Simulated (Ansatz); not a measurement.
`N[Si](F)(F)F` + CH₃NH₂ → `CN[Si](F)(F)F` + NH₃ at 500 K and 1 bar (ligand exchange at the Si–N bond).

Isolated molecules relaxed with PBE0-D4/def2-TZVP in Ansatz; ΔE leaves out vibrations. CCSD(T)/CBS is the MP2 limit (def2-TZVPP, def2-QZVPP) plus CCSD(T) − MP2 in def2-TZVPP, frozen cores. This one scheme is used for every species. One conformer a species, not always the lowest.

```json
{"species": "`N[Si](F)(F)F`", "CCSD(T)/CBS energy (Eh)": "-644.62042", "H − E (kJ/mol)": "133.0", "S (J/(mol·K))": "380.2"}
{"species": "CH₃NH₂", "CCSD(T)/CBS energy (Eh)": "-95.75281", "H − E (kJ/mol)": "191.8", "S (J/(mol·K))": "270.3"}
{"species": "`CN[Si](F)(F)F`", "CCSD(T)/CBS energy (Eh)": "-683.86577", "H − E (kJ/mol)": "217.2", "S (J/(mol·K))": "427.3"}
{"species": "NH₃", "CCSD(T)/CBS energy (Eh)": "-56.50880", "H − E (kJ/mol)": "108.2", "S (J/(mol·K))": "211.8"}
```

H − E and S are ideal-gas, rigid-rotor, harmonic terms from PBE0-D4/def2-TZVP, for one conformer and one mirror image of each species. 1 Eh = 2625.50 kJ/mol, R = 8.31446 J/(mol·K).

By hand: ΔE, ΔH, ΔS and ΔG.

ΔE = (-683.86577) + (-56.50880) − (-644.62042) − (-95.75281) = -0.00134 Eh = -3.5 kJ/mol. Δ(H − E) = 217.2 + 108.2 − 133.0 − 191.8 = 0.6, so ΔH = -2.9 kJ/mol. ΔS = 427.3 + 211.8 − 380.2 − 270.3 = -11.4 J/(mol·K). ΔG = -2.9 − 500 × (-11.4)/1000 = 2.8 kJ/mol.

By hand: the equilibrium constant, and the temperature at which ΔG would vanish if ΔH and ΔS stayed fixed.

log₁₀ K = −ΔG/(RT ln 10) = -0.3. ΔG = 0 at ΔH/ΔS = 254 K, though so small a ΔH makes that figure unsure.

TΔS isn't small against ΔH here. The sign of ΔG lies within the doubt. A doubt of 5 kJ/mol in ΔE shifts log₁₀ K by 0.5 here. Other conformers and mirror images would add mixing entropy, several J/(mol·K) or more a flexible species. Modes under 60 cm⁻¹, often nearly free rotors, make the harmonic entropy too high. These are equilibria of isolated gas molecules and say nothing of rates. Largest T1 diagnostic: 0.011 (customary marks: 0.02 for closed shells, 0.045 for open ones).
